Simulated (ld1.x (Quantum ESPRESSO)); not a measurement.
**Building the TM potential for cobalt (PBE, scalar-relativistic).**

ld1.x (Quantum ESPRESSO) 7.5 input, shortened:

```
&input
   title='Co', zed=27., rel=1, dft='PBE', iswitch=3,
   config='[Ar] 3d7 4s1 4p0'
 /
 &inputp
   pseudotype=2, tm=.true., lloc=2,
   nlcc=.false.
 /
3
4S  1  0   1.00   0.00  2.20  2.20  0.0
4P  2  1   0.00   0.00  1.90  1.90  0.0
3D  3  2   7.00   0.00  1.10  1.10  0.0
 &test
   configts(1)='3d7 4s1 4p0'
 /
```

What the tests gave:

| Item | Value |
| --- | --- |
| Cutoffs needed | 180 Ry and 260 Ry (the cutoffs (Ry, on a coarse ladder) from which the occupation-weighted sum of valence levels, in a spherical-Bessel basis at the reference potential, stays within 10 and 1 mRy of its value at 400 Ry) |
| Ghost test | ghost states, extra bound levels that the all-electron valence spectrum of the same l lacks: s at -382.8 eV, p at -138.5 eV; a true bound ghost makes a file unfit for plane-wave use (spherical-Bessel basis up to 400 Ry, 20 bohr box) |
| Largest excitation error | -123 meV (all-electron minus pseudo) for 3d8 4s0 4p0, out of 7 test configurations |

Generation and tests took about 1.1 s on one core of a shared server CPU.
